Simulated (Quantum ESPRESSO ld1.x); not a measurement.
Species: S. Configuration: [Ne] 3s2 3p2 4p2 (not the ground configuration). Method: non-relativistic Kohn-Sham, PBEsol, spin-unpolarised, spherical densities, point nucleus; computed with ld1.x of Quantum ESPRESSO 7.5.

Radial electron density D(r) = 4 pi r^2 rho(r):

```
   r/bohr * D(r) (the largest magnitude, 18.3, reaches the edge; | marks zero)
 0.003594 |*
  0.00415 | *
 0.004755 | *
 0.005448 |  *
 0.006291 |  *
 0.007208 |   *
 0.008258 |    *
 0.009461 |      *
  0.01093 |       *
  0.01252 |          *
  0.01434 |            *
  0.01656 |               *
  0.01898 |                   *
  0.02174 |                       *
  0.02511 |                           *
  0.02877 |                                *
  0.03296 |                                     *
  0.03776 |                                          *
   0.0436 |                                               *
  0.04996 |                                                   *
  0.05724 |                                                     *
   0.0661 |                                                      *
  0.07573 |                                                     *
  0.08676 |                                                   *
   0.1002 |                                              *
   0.1148 |                                          *
   0.1315 |                                      *
   0.1507 |                                    *
    0.174 |                                   *
   0.1994 |                                     *
   0.2284 |                                          *
   0.2638 |                                               *
   0.3022 |                                                   *
   0.3463 |                                                    *
   0.3999 |                                                 *
   0.4581 |                                           *
   0.5249 |                                   *
   0.6013 |                         *
   0.6945 |                 *
   0.7957 |           *
   0.9116 |        *
    1.053 |       *
    1.206 |        *
    1.382 |        *
    1.596 |       *
    1.828 |      *
    2.095 |    *
      2.4 |  *
    2.772 | *
    3.175 |*
    3.638 |*
    4.201 |*
    4.813 |*
    5.515 |*
    6.369 |*
    7.297 |*
     8.36 *
    9.577 *
    11.06 *
    12.67 *
    14.52 *
    16.77 *
```

D(r) has 4 maxima, at r = 0.0661, 0.341, 1.36, 5.17 bohr, and minima at 0.165, 1.04, 3.55 bohr, inside which lie 2.18, 10.42, 14.13 electrons.
